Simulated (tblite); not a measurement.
A geometry optimisation, step by step.

C5H7FO2Si.
Bonds: F1–C2, C2–C3, C3–C4 (triple), C4–Si5, Si5–O6, O6–C7, C7–C8, C8–O9, Si5–O9. Hydrogens: H10, H11 on C2; H12 on Si5; H13, H14 on C7; H15, H16 on C8.

Computed with GFN2-xTB (tblite), gas phase: L-BFGS steps from a force-field or distance-geometry start until the largest atomic force falls under 0.01 eV/Å. 8 of its 67 geometries are shown.

Step 0: E = -785.3266 eV, largest atomic force 3.598 eV/Å
```
atom  x, y, z in Å  |  force x, y, z in eV/Å
F1      4.421    1.600   -0.572   -0.244  -1.108  -0.104
C2      3.867    0.318   -0.534   -0.319  -0.442   0.479
C3      2.451    0.366   -0.155   -0.565   0.142   0.162
C4      1.277    0.439    0.144    2.020  -0.257  -0.479
Si5    -0.450    0.542    0.648   -1.303  -1.496  -0.689
O6     -1.003   -0.871    1.486    1.260   1.899  -1.142
C7     -2.339   -0.799    1.147   -0.850  -0.470   2.839
C8     -2.515   -0.430   -0.264   -2.798   1.103  -1.974
O9     -1.459    0.328   -0.735    1.464  -0.142   1.776
H10     4.415   -0.328    0.205   -0.169   0.803  -0.267
H11     3.951   -0.213   -1.502    0.136   0.678   0.016
H12    -0.785    1.759    1.356   -0.073   0.096   0.141
H13    -2.772    0.039    1.777   -0.022  -0.811  -0.378
H14    -2.825   -1.744    1.476    0.159   0.414  -0.411
H15    -3.420    0.265   -0.286    0.493  -0.634  -0.167
H16    -2.821   -1.261   -0.937    0.811   0.223   0.197
```

Step 9: E = -785.9700 eV, largest atomic force 0.329 eV/Å
```
atom  x, y, z in Å  |  force x, y, z in eV/Å
F1      4.440    1.535   -0.592   -0.021   0.050   0.047
C2      3.876    0.278   -0.530    0.009   0.130  -0.006
C3      2.478    0.338   -0.159   -0.326  -0.014   0.043
C4      1.311    0.379    0.136    0.283  -0.111  -0.123
Si5    -0.455    0.528    0.591    0.105  -0.009   0.092
O6     -1.014   -0.750    1.465   -0.069   0.157   0.022
C7     -2.391   -0.786    1.219   -0.013  -0.001  -0.112
C8     -2.611   -0.377   -0.262    0.180  -0.014   0.011
O9     -1.475    0.332   -0.676   -0.071   0.262   0.135
H10     4.438   -0.276    0.236    0.026  -0.062  -0.226
H11     3.976   -0.143   -1.541    0.095  -0.132   0.188
H12    -0.757    1.744    1.340    0.096   0.154  -0.045
H13    -2.875   -0.045    1.865   -0.120  -0.096  -0.005
H14    -2.769   -1.779    1.459   -0.010  -0.043  -0.092
H15    -3.488    0.269   -0.368    0.002  -0.136   0.023
H16    -2.692   -1.238   -0.926   -0.165  -0.135   0.049
```

Step 19: E = -786.0749 eV, largest atomic force 0.176 eV/Å
```
atom  x, y, z in Å  |  force x, y, z in eV/Å
F1      4.412    1.547   -0.574   -0.048  -0.060  -0.001
C2      3.896    0.269   -0.538   -0.156   0.005   0.036
C3      2.480    0.289   -0.181    0.087  -0.149  -0.036
C4      1.307    0.271    0.099   -0.115   0.098   0.050
Si5    -0.448    0.587    0.616    0.119   0.066   0.007
O6     -1.080   -0.611    1.554   -0.028   0.082  -0.089
C7     -2.426   -0.800    1.224   -0.033   0.011  -0.049
C8     -2.624   -0.365   -0.243    0.074   0.001  -0.062
O9     -1.559    0.473   -0.591    0.087   0.074   0.059
H10     4.490   -0.288    0.203   -0.136   0.045  -0.047
H11     4.047   -0.161   -1.540   -0.069   0.048   0.103
H12    -0.584    1.889    1.280    0.077  -0.116  -0.091
H13    -3.045   -0.178    1.876   -0.015  -0.018   0.077
H14    -2.698   -1.848    1.357    0.084  -0.032   0.099
H15    -3.565    0.175   -0.389    0.059  -0.046   0.062
H16    -2.610   -1.240   -0.898    0.013  -0.009  -0.116
```

Step 28: E = -786.1037 eV, largest atomic force 0.101 eV/Å
```
atom  x, y, z in Å  |  force x, y, z in eV/Å
F1      4.337    1.542   -0.554    0.003  -0.053  -0.007
C2      3.861    0.248   -0.536   -0.071  -0.040   0.015
C3      2.451    0.228   -0.191    0.049   0.001  -0.013
C4      1.283    0.255    0.099   -0.096  -0.020   0.006
Si5    -0.448    0.629    0.625    0.044   0.078   0.025
O6     -1.097   -0.529    1.591    0.012   0.030  -0.034
C7     -2.415   -0.811    1.220   -0.006  -0.018  -0.011
C8     -2.603   -0.363   -0.247   -0.004   0.014  -0.026
O9     -1.585    0.544   -0.555    0.063   0.010   0.019
H10     4.452   -0.300    0.209   -0.007   0.017  -0.015
H11     4.029   -0.169   -1.538   -0.004   0.022   0.015
H12    -0.468    1.951    1.236   -0.069   0.009   0.017
H13    -3.099   -0.259    1.872    0.025   0.057   0.013
H14    -2.603   -1.877    1.354    0.049  -0.067  -0.057
H15    -3.568    0.130   -0.391   -0.014  -0.001   0.016
H16    -2.536   -1.209   -0.939    0.025  -0.038   0.038
```

Step 38: E = -786.1143 eV, largest atomic force 0.139 eV/Å
```
atom  x, y, z in Å  |  force x, y, z in eV/Å
F1      4.299    1.516   -0.547    0.007  -0.026  -0.002
C2      3.827    0.220   -0.535   -0.040  -0.042   0.007
C3      2.419    0.199   -0.191    0.120   0.065  -0.028
C4      1.254    0.259    0.101   -0.092   0.071   0.042
Si5    -0.458    0.685    0.638    0.046   0.059   0.008
O6     -1.080   -0.486    1.603   -0.013   0.036  -0.042
C7     -2.380   -0.813    1.212   -0.028  -0.036   0.010
C8     -2.573   -0.358   -0.252   -0.054  -0.016  -0.015
O9     -1.583    0.581   -0.551    0.035  -0.001   0.064
H10     4.416   -0.325    0.213    0.024  -0.016  -0.026
H11     3.995   -0.188   -1.539    0.018  -0.019   0.004
H12    -0.505    2.007    1.251   -0.024  -0.040  -0.023
H13    -3.088   -0.299    1.870   -0.013   0.020  -0.005
H14    -2.521   -1.890    1.316    0.013  -0.068   0.015
H15    -3.552    0.106   -0.394   -0.024  -0.005  -0.008
H16    -2.478   -1.205   -0.939    0.024   0.018  -0.001
```

Step 47: E = -786.1275 eV, largest atomic force 0.117 eV/Å
```
atom  x, y, z in Å  |  force x, y, z in eV/Å
F1      4.304    1.441   -0.557    0.077  -0.041  -0.029
C2      3.790    0.162   -0.541   -0.051  -0.017   0.013
C3      2.384    0.210   -0.183    0.096   0.067  -0.005
C4      1.238    0.395    0.133   -0.108  -0.021   0.038
Si5    -0.488    0.786    0.671    0.047   0.053  -0.009
O6     -1.071   -0.419    1.621    0.017   0.053  -0.017
C7     -2.336   -0.836    1.199    0.020  -0.012   0.015
C8     -2.537   -0.362   -0.258   -0.022  -0.004  -0.014
O9     -1.609    0.649   -0.520    0.039   0.009   0.029
H10     4.371   -0.409    0.194   -0.034   0.017   0.033
H11     3.943   -0.259   -1.543   -0.054   0.030  -0.015
H12    -0.612    2.105    1.276    0.032  -0.054  -0.010
H13    -3.092   -0.391    1.855    0.010  -0.018  -0.025
H14    -2.385   -1.924    1.283   -0.035  -0.023  -0.015
H15    -3.541    0.042   -0.407   -0.011  -0.042  -0.016
H16    -2.367   -1.181   -0.966   -0.024   0.001   0.026
```

Step 57: E = -786.1431 eV, largest atomic force 0.057 eV/Å
```
atom  x, y, z in Å  |  force x, y, z in eV/Å
F1      4.410    1.318   -0.601    0.008  -0.032  -0.004
C2      3.733    0.119   -0.542   -0.027   0.007   0.009
C3      2.351    0.322   -0.151    0.014  -0.003  -0.004
C4      1.213    0.531    0.181   -0.048   0.026  -0.018
Si5    -0.524    0.893    0.698   -0.010  -0.013   0.019
O6     -1.057   -0.346    1.635    0.009   0.007   0.017
C7     -2.272   -0.861    1.180   -0.013  -0.003  -0.006
C8     -2.488   -0.374   -0.272   -0.015   0.003   0.017
O9     -1.636    0.710   -0.497    0.026   0.010   0.014
H10     4.253   -0.508    0.194    0.013   0.012  -0.012
H11     3.792   -0.332   -1.540    0.012   0.012   0.008
H12    -0.694    2.197    1.319    0.008  -0.035  -0.028
H13    -3.075   -0.495    1.829   -0.003   0.006  -0.002
H14    -2.239   -1.951    1.242    0.012  -0.010  -0.020
H15    -3.521   -0.050   -0.424    0.006   0.004  -0.030
H16    -2.252   -1.163   -0.994    0.009   0.007   0.040
```

Step 66: E = -786.1443 eV, largest atomic force 0.009 eV/Å
```
atom  x, y, z in Å  |  force x, y, z in eV/Å
F1      4.413    1.299   -0.603    0.000  -0.006   0.000
C2      3.720    0.111   -0.541    0.000   0.002  -0.002
C3      2.341    0.327   -0.149    0.006   0.001  -0.007
C4      1.204    0.549    0.175   -0.004  -0.001   0.000
Si5    -0.530    0.907    0.707   -0.001  -0.001   0.001
O6     -1.063   -0.328    1.647   -0.001   0.002   0.005
C7     -2.265   -0.864    1.179   -0.004  -0.002  -0.003
C8     -2.480   -0.372   -0.271    0.000  -0.003   0.001
O9     -1.642    0.726   -0.486    0.004   0.000  -0.004
H10     4.238   -0.521    0.193   -0.004   0.003  -0.003
H11     3.774   -0.342   -1.539    0.003   0.002   0.002
H12    -0.696    2.214    1.317   -0.001   0.002   0.008
H13    -3.079   -0.522    1.827   -0.003   0.003   0.000
H14    -2.207   -1.954    1.227   -0.002  -0.001   0.004
H15    -3.515   -0.063   -0.437    0.002  -0.002  -0.002
H16    -2.222   -1.157   -0.989    0.004   0.001  -0.002
```

Problem. Summarise the path.

Solution. The energy falls by 18.86 kcal/mol from step 0 to step 66; nine tenths of that is first reached at step 18. It rises by more than 0.2 meV at step 2. The largest force goes from 3.598 to 0.009 eV/Å. Among the bonds Si5–O6 changes most, from 1.733 to 1.642 Å; the atoms move by 0.408 Å rms after alignment.

What follows is the cost of the whole relaxation. Hardware: an Arm Neoverse V1 with one thread, shared host. Cost: 0.49 s of wall time.
